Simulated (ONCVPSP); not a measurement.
Varying the ONCV potential for Cd (Z = 48)

Base potential:

ONCVPSP 4.0.1 input, shortened (lines: element, Z, core and valence counts, functional; n l f; lmax; l rc ep ncon nbas qcut; lloc lpopt rc5 dvloc0; l nproj debl; icmod fcfact rcfact), BLYP, scalar-relativistic:

```
  Cd 48.00    6    4  -106131      upf
    1    0    2.00
    2    0    2.00
    2    1    6.00
    3    0    2.00
    3    1    6.00
    3    2   10.00
    4    0    2.00
    4    1    6.00
    4    2   10.00
    5    0    2.00
    3
    0    1.75    0.00    4    8    7.00
    1    0.95    0.00    4    8    6.90
    2    1.50    0.00    4    8   10.60
    3    1.75    0.45    4    8    5.50
    4    5    0.75    0.00
    0    2    3.30
    1    2    2.60
    2    2    3.40
    3    3    0.70
    0    0.00    0.00
```

Cutoffs, loose and tight: the cutoffs (Ha) at which the residual kinetic energy of the hardest occupied pseudo-wave falls to 1 and 0.1 mHa per electron. They do not see the model core or the augmentation charge, which bear on the density cutoff. Test errors are all-electron minus pseudo excitation energies from the reference, over the configurations 4s2 4p6 4d10 5s1; 4s2 4p6 4d10 5s0; 4s2 4p6 4d9 5s0; 4s2 4p6 4d9 5s2. A dash means not determined; rows that change the core or the reference have their own tests.

A true bound ghost makes a file unfit for plane-wave use even where its test errors are small: the radial tests pick states by their node count and pass the ghost by.

| change | outcome | cutoff, loose | cutoff, tight | bound ghosts | GHOST(+) flags above zero | largest test error (meV) |
| --- | --- | --- | --- | --- | --- | --- |
| base | generated | 202 Ha | 236 Ha | s, f | none | -14 |
| local potential polynomial inside 0.70 bohr (lpopt 5, dvloc0 0 Ha) | generated | 202 Ha | 236 Ha | s, f | none | -12 |
| d: nbas 7 | generated | 202 Ha | 236 Ha | s, f | none | -14 |

Problem. What comes out with this change to the base: p: rc 1.2?

Solution. outcome: generated; cutoff, loose: 43 Ha; cutoff, tight: 134 Ha; bound ghosts: s, f; GHOST(+) flags above zero: none; largest test error (meV): -14.

Problem. What comes out with this change to the base: s: qcut 5.2; p: qcut 5.1; d: qcut 7.8; f: qcut 4.1?

Solution. outcome: failed: ERROR pspot: first pseudo wave function has node, program will stop. Cause: the optimised pseudo-wave of the first projector has a node, so the radial equation cannot be inverted for a potential.
